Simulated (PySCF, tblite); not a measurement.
A set of runs on `p1c(CC)scc1`; the geometry of each is named by its level. Settings lines and outputs come from a driver script.

Species: C₅H₇PS.
Bonds: C1–C2, C2–C3, C3–P4 (aromatic), P4–C5 (aromatic), C5–C6 (aromatic), C6–S7 (aromatic), C3–S7 (aromatic). Hydrogens: H8, H9, H10 on C1; H11, H12 on C2; H13 on C5; H14 on C6.

Step 1: GFN2-xTB geometry optimisation, gas phase (tblite 0.8.0) (from a force-field or distance-geometry start)
```json
{"job": {"kind": "relax", "xc": "GFN2-xTB", "basis": "xTB"}, "charge": 0, "multiplicity": 1}
```
```
step      E/eV     max force
  0    -544.05449    3.771
  1    -544.30770    1.838
  2    -544.36891    1.024
...
 62    -544.39853    0.024
 63    -544.39862    0.018
 64    -544.39866    0.018
 65    -544.39871    0.010
 66    -544.39872    0.008
```

Energy lowered by 7.9 kcal/mol over 66 steps; largest atomic force 0.008 eV/Å at the end. «max force» is the largest atomic force in eV/Å.

Time: 0.32 s wall. Hardware: Arm Neoverse V2, one thread, no GPU, shared host with 32 logical CPUs at a one-minute load of 17.

Step 2: GFN2-xTB harmonic vibrations, gas phase (tblite 0.8.0) (on the GFN2-xTB geometry)
```json
{"job": {"kind": "ir", "xc": "GFN2-xTB", "basis": "xTB"}, "charge": 0, "multiplicity": 1}
```
```
(table of modes left out)
```

36 modes from 41 to 3115 cm⁻¹ (unscaled, harmonic); zero-point energy 66.1 kcal/mol; all wavenumbers are real at this level.

Time: 0.36 s of wall time. Hardware: an Arm Neoverse V2 with one thread (shared host).

Step 3: TDDFT CAM-B3LYP/def2-SVPD, vertical, gas phase, core orbitals frozen in the response (PySCF 2.14.0, density-fitted response routines) (on the GFN2-xTB geometry)
```json
{"job": {"kind": "uv", "xc": "CAM-B3LYP", "basis": "def2-SVPD", "nstates": 8, "ntriplets": 3}, "charge": 0, "multiplicity": 1}
```
```
...
Static polarisability (au): isotropic 99.301, principal 70.422 108.977 118.503
Singlet excitations
state   eV       nm        f      main configurations
  1   4.8690    254.6   0.13247   H->L 0.94
  2   5.2200    237.5   0.03619   H-1->L 0.82, H->L+2 0.11
  3   5.3843    230.3   0.00562   H-2->L 0.96
  4   5.6796    218.3   0.00058   H->L+1 0.75, H->L+7 0.08
  5   6.1922    200.2   0.15419   H->L+2 0.51, H->L+3 0.13, H-1->L+1 0.12
  6   6.2357    198.8   0.03300   H-1->L+1 0.68, H->L+2 0.09
  7   6.5108    190.4   0.00198   H->L+3 0.53, H->L+2 0.18, H->L+4 0.14
  8   6.7757    183.0   0.01709   H->L+5 0.44, H-1->L+2 0.17, H->L+4 0.15
Triplet excitations (Tamm-Dancoff, eV): 2.9871 4.1444 4.6079
```

HOMO -7.84 eV, LUMO -0.21 eV; lowest singlet 4.87 eV; lowest triplet 2.99 eV (Tamm–Dancoff); mean polarisability 99.3 au.

Time: 36 s; peak memory 0.90 GiB. Hardware: an Arm Neoverse V2 with one thread, no GPU, on a shared host.

Geometry of the electronic-property runs (GFN2-xTB):
```
atom  x, y, z in Å
C1    -2.2305    0.1145    0.2449
C2    -1.1893   -0.5675   -0.6444
C3     0.1985   -0.2968   -0.1599
P4     1.1720   -1.4206    0.6924
C5     2.5027   -0.2742    0.8893
C6     2.3426    0.9625    0.3702
S7     0.8560    1.2829   -0.4210
H8    -2.0800    1.1921    0.2452
H9    -3.2330   -0.0972   -0.1185
H10   -2.1442   -0.2483    1.2671
H11   -1.3584   -1.6469   -0.6388
H12   -1.3023   -0.2077   -1.6706
H13    3.4067   -0.5575    1.4051
H14    3.0585    1.7644    0.4073
```

 (This holds for the electronic-property runs.)

One conformer stands for the species.
